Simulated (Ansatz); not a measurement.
The inner images of a band of C2H7FSSi2 (13 atoms, charge 0, multiplicity 1) are given out of order.

Computed with RKS PBE0-D4/6-31G* (Ansatz 0.2.0).

Image 0:

```xyz
13
Properties=species:S:1:pos:R:3
C -1.833 -1.223 -0.406
Si -0.025 -1.112 0.026
F 0.162 -1.154 1.635
C 0.690 0.531 -0.569
Si 1.422 1.786 0.646
S 0.629 0.800 -2.181
H -2.265 -2.173 -0.073
H -2.396 -0.408 0.063
H -1.959 -1.147 -1.491
H 0.784 -2.215 -0.555
H 0.373 2.149 1.640
H 1.885 2.990 -0.090
H 2.553 1.141 1.369
```

Image 8:

```xyz
13
Properties=species:S:1:pos:R:3
C -1.728 -1.127 -0.460
Si 0.013 -1.067 0.186
F -0.010 -1.038 1.810
C 0.841 0.521 -0.409
Si 0.765 2.032 0.702
S 0.965 0.567 -2.118
H -2.255 -2.014 -0.093
H -2.287 -0.241 -0.142
H -1.718 -1.152 -1.553
H 0.856 -2.217 -0.224
H 1.242 1.754 2.089
H 1.446 3.235 0.138
H 1.891 0.711 0.089
```

Question: Put them in order from the first end to the last, with their energies above the first end.
A.
```xyz
13
Properties=species:S:1:pos:R:3
C -1.803 -1.191 -0.464
Si -0.051 -1.073 0.126
F 0.009 -1.003 1.743
C 0.576 0.560 -0.570
Si 1.302 1.804 0.639
S 0.809 0.618 -2.186
H -2.330 -2.070 -0.087
H -2.342 -0.290 -0.147
H -1.795 -1.210 -1.559
H 0.852 -2.176 -0.291
H 0.720 1.803 2.008
H 1.521 3.184 0.131
H 2.553 1.010 0.671
```
B.
```xyz
13
Properties=species:S:1:pos:R:3
C -1.774 -1.172 -0.451
Si -0.022 -1.068 0.139
F 0.022 -1.014 1.758
C 0.565 0.574 -0.571
Si 1.200 1.853 0.637
S 0.871 0.566 -2.179
H -2.293 -2.052 -0.067
H -2.313 -0.273 -0.132
H -1.775 -1.194 -1.546
H 0.875 -2.172 -0.284
H 0.791 1.789 2.065
H 1.540 3.219 0.158
H 2.335 0.909 0.487
```
C.
```xyz
13
Properties=species:S:1:pos:R:3
C -1.831 -1.206 -0.472
Si -0.071 -1.082 0.110
F -0.002 -1.014 1.727
C 0.632 0.536 -0.555
Si 1.393 1.779 0.645
S 0.733 0.684 -2.179
H -2.344 -2.094 -0.093
H -2.387 -0.318 -0.153
H -1.835 -1.233 -1.566
H 0.809 -2.200 -0.318
H 0.674 1.826 1.947
H 1.527 3.140 0.066
H 2.722 1.146 0.856
```
D.
```xyz
13
Properties=species:S:1:pos:R:3
C -1.844 -1.217 -0.466
Si -0.069 -1.096 0.081
F 0.025 -1.076 1.697
C 0.676 0.525 -0.539
Si 1.443 1.780 0.655
S 0.671 0.751 -2.158
H -2.324 -2.124 -0.086
H -2.418 -0.352 -0.118
H -1.884 -1.235 -1.560
H 0.771 -2.223 -0.402
H 0.593 1.923 1.868
H 1.620 3.090 -0.021
H 2.761 1.218 1.064
```
E.
```xyz
13
Properties=species:S:1:pos:R:3
C -1.839 -1.224 -0.439
Si -0.047 -1.105 0.053
F 0.090 -1.119 1.667
C 0.683 0.529 -0.550
Si 1.435 1.785 0.652
S 0.639 0.784 -2.165
H -2.291 -2.153 -0.079
H -2.411 -0.383 -0.033
H -1.922 -1.197 -1.531
H 0.780 -2.218 -0.481
H 0.479 2.042 1.763
H 1.754 3.044 -0.068
H 2.670 1.181 1.226
```
F.
```xyz
13
Properties=species:S:1:pos:R:3
C -1.741 -1.141 -0.439
Si 0.020 -1.051 0.150
F 0.033 -1.036 1.776
C 0.783 0.562 -0.462
Si 0.928 2.004 0.658
S 0.951 0.524 -2.151
H -2.242 -2.030 -0.042
H -2.301 -0.258 -0.111
H -1.771 -1.179 -1.531
H 0.881 -2.174 -0.288
H 0.946 1.752 2.117
H 1.603 3.233 0.175
H 1.929 0.758 0.163
```
G.
```xyz
13
Properties=species:S:1:pos:R:3
C -1.752 -1.153 -0.443
Si 0.004 -1.062 0.148
F 0.028 -1.027 1.770
C 0.641 0.570 -0.537
Si 1.080 1.921 0.645
S 0.919 0.536 -2.165
H -2.261 -2.037 -0.051
H -2.303 -0.262 -0.120
H -1.770 -1.184 -1.537
H 0.881 -2.175 -0.285
H 0.872 1.769 2.104
H 1.573 3.235 0.168
H 2.109 0.835 0.318
```

Answer: E (+0.4 kJ/mol), D (+1.5 kJ/mol), C (+6.6 kJ/mol), A (+25.1 kJ/mol), B (+63.7 kJ/mol), G (+124.8 kJ/mol), F (+160.5 kJ/mol).

Run time: 2.7 min on 2 threads of AMD EPYC 9R45 96-Core Processor (Zen 5), with other jobs on the host, peak memory 0.32 GiB.
